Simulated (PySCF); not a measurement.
**MoNCl₂ + 2 H₂O → MoN(OH)₂ + 2 HCl**

Level: PBE0 in the def2-TZVP basis family, computed in PySCF with density fitting; scalar-relativistic core potentials for atoms from Rb on, none lighter, no spin–orbit coupling; open shells unrestricted.

```
 species                                                                                                    state and structure       E (Eh)  ZPE (kJ/mol)  H(298 K) − H(0) (kJ/mol)  S° (J/(mol K))
  MoNCl₂                                    doublet, Cs, Mo–Cl 2.258 Å (×2), Mo–N 1.613 Å; Cl–Mo–Cl 123.3°, Cl–Mo–N 109.0° (×2)  -1043.12026          15.1                      16.4           336.8
     H₂O                                                                           singlet, C2v, O–H 0.960 Å (×2); H–O–H 105.1°    -76.37736          56.5                       9.9           188.7
MoN(OH)₂  doublet, Cs, Mo–N 1.625 Å, Mo–O 1.886 Å (×2), O–H 0.960 Å (×2); H–O–Mo 123.7° (×2), N–Mo–O 109.7° (×2), O–Mo–O 124.1°   -274.51995          80.0                      16.7           320.2
     HCl                                                                                             singlet, C∞v, H–Cl 1.279 Å   -460.66440          17.9                       8.7           186.6
```

(1) What is the electronic reaction energy?

(2) Add zero-point, thermal and entropy terms for 298.15 K and 1 bar.

Answers

(1) At PBE0/def2-TZVP, ΔE = 68.9 kJ/mol from the differences of the total energies times 2625.5, uphill. 

(2) ΔZPE = -12.3 and Δ[H(298) − H(0)] = -2.1 kJ/mol give ΔH° = 54.5 kJ/mol. ΔS° = -20.8 J/(mol K), so ΔG° = 54.5 − 298.15 × (-0.0208) = 61 kJ/mol and log₁₀K = -10.6.

Open d or f shells are single determinants, so the state found may not be the ground state. Each species is the lowest minimum found with this bonding; other isomers or fragments can lie lower.
